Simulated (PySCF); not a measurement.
## MnN at PBE

Computed with PBE; Mn x2c-TZVPPall, N x2c-TZVPPall; spin-free X2C with a Gaussian nucleus (PySCF 2.14).

| Property | Result |
| --- | --- |
| state | ⁵Π (quintet), unpaired electrons σ ↑, π ↑, δ ↑↑ |
| bond length | 1.572 Å |
| harmonic wavenumber | 929 cm⁻¹ |
| force constant | 5.68 mdyn/Å |
| rotational constant Be | 0.6115 cm⁻¹ |
| anharmonicity ωexe | 8.58 cm⁻¹ |
| vibration–rotation constant αe | 0.00630 cm⁻¹ |
| well depth De to Mn (3d5 4s2) + N | 365 kJ/mol |
| dissociation energy D0 | 359 kJ/mol |
| bond order (Mayer) | 2.90 |
| dipole moment (positive dipole means Mn(−)N(+)) | -3.20 D |

The metal atom is held in its measured ground configuration; semilocal functionals can put another filling of s and d lower by some tenths of an eV, and De to that atom would be smaller. The state is the lowest single determinant that the PBE0 search found; with open d or f shells the true ground state can be another one.
